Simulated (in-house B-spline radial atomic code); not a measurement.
Computed with a B-spline radial atomic code. Model: two electrons, singlet ground state, non-relativistic, full CI in B-splines with partial waves to l = 8 (at full coupling up to 3e-4 hartree above the limit, correlation up to 0.6 % small), density held at that of full coupling by Lieb maximisation.

W(λ) is the mean repulsion in the state of coupling λ less the Hartree energy of the fixed density. Its start is exact exchange, its initial slope is twice the second-order Görling-Levy correlation energy, and its area from 0 to 1 is E_xc. A straight curve means weak, dynamic correlation, and a curve that drops fast and flattens means strong correlation.

Command:
```bash
python run_ac.py task.json out
```
Settings (lengths in bohr, energies in hartree):
```
potential              coulomb
strength               2.05
lmax                   8
```

Cost of the run: 29 s on 1 thread of Intel(R) Xeon(R) Processor @ 2.30GHz, with other jobs on the host.

**W = mean repulsion less Hartree energy, and W of three functionals.**

Given: confinement point charge; nuclear charge 2.05; external potential -Z/r.

Computed: PBE exchange minus exact 12.195 millihartree; SCAN exchange minus exact -5.1401 millihartree.

```
coupling  W xc (hartree)  W xc minus exchange (millihartree)  kinetic minus Kohn-Sham (millihartree)  LDA (PW92) W minus its exchange (millihartree)  PBE W minus its exchange (millihartree)  SCAN W minus its exchange (millihartree)
       0         -1.0559                                   0                                       0                                               0                                        0                                         0
    0.02         -1.0578                              -1.919                                    0.02                                          -11.92                                    -1.77                                     -1.82
    0.05         -1.0607                              -4.766                                    0.12                                          -24.39                                    -4.45                                     -4.48
    0.12         -1.0672                             -11.267                                    0.67                                          -46.63                                   -10.75                                    -10.48
    0.25         -1.0787                             -22.837                                     2.8                                          -77.69                                   -22.24                                    -20.98
     0.4         -1.0913                             -35.428                                    6.89                                         -105.69                                      -35                                    -32.26
     0.6          -1.107                             -51.067                                   14.68                                         -135.97                                   -51.05                                    -46.16
     0.8         -1.1214                             -65.522                                   24.78                                         -161.18                                   -66.02                                    -58.95
       1         -1.1348                             -78.915                                   36.82                                         -182.93                                   -79.97                                    -70.79
     1.4         -1.1588                             -102.94                                   65.53                                          -219.3                                  -105.19                                    -92.11
       2               ?                                   ?                                       ?                                               ?                                        ?                                         ?
       3         -1.2286                             -172.73                                  214.44                                         -315.19                                  -180.53                                   -155.75
     4.5         -1.2707                             -214.83                                  370.32                                         -371.01                                  -228.59                                   -196.21
       7               ?                                   ?                                       ?                                               ?                                        ?                                         ?
      10         -1.3491                             -293.16                                   903.8                                         -480.57                                  -328.25                                   -276.66
```

(1) What belongs in the row 2?

(2) What belongs in the row 7?

(3) What is the LDA exchange minus exact?

**Energy parts, natural occupations and partial-wave weights.**

Computed: total energy -3.0749 hartree; exchange energy -1.0559 hartree; correlation energy -0.042094 hartree; kinetic part of the DFT correlation energy 0.036822 hartree; initial slope twice GL2 -0.096355 hartree; Hartree energy 2.1118 hartree; Kohn-Sham kinetic 3.0379 hartree.

| natural | occupation of the shell (electrons) |
| --- | --- |
| s | 1.9849 |
| p | ? |
| s | 0.0070828 |
| d | 0.00030918 |
| p | 0.00023475 |
| s | 0.00011806 |

(4) What belongs in the row p?

```json
{"wave": "s", "weight": "0.99603"}
{"wave": "p", "weight": "0.0037616"}
{"wave": "d", "weight": "?"}
{"wave": "f", "weight": "2.362e-05"}
{"wave": "g", "weight": "5.4089e-06"}
```

(5) What belongs in the row d?

(6) What is the Lieb Oxford ratio E_xc over LDA exchange?

(7) What is the kinetic part over minus potential part?

Answers

(1) W xc (hartree): -1.1892; W xc minus exchange (millihartree): -133.29; kinetic minus Kohn-Sham (millihartree): 116.83; LDA (PW92) W minus its exchange (millihartree): -262.15; PBE W minus its exchange (millihartree): -137.49; SCAN W minus its exchange (millihartree): -119.39.

(2) W xc (hartree): -1.3157; W xc minus exchange (millihartree): -259.84; kinetic minus Kohn-Sham (millihartree): 624.4; LDA (PW92) W minus its exchange (millihartree): -432.41; PBE W minus its exchange (millihartree): -283.77; SCAN W minus its exchange (millihartree): -241.71.

(3) 145.72 millihartree.

(4) occupation of the shell (electrons): 0.0072661.

(5) weight: 0.00017284.

(6) 1.2063.

(7) 0.4666.

Half-way to full coupling W has made 55 % of its drop, against 50 % for a straight line, and second-order (GL2) theory, half the initial slope, overshoots the correlation energy by about 14 %: a moderate bend, as in light atoms. Over couplings 0 to 1 the errors in E_xc come to about +74 millihartree for LDA, +12 millihartree for PBE, -1.1 millihartree for SCAN, so SCAN is nearest. In LDA and SCAN the errors of exchange and correlation have opposite signs, so the sum is smaller than the larger of the two.
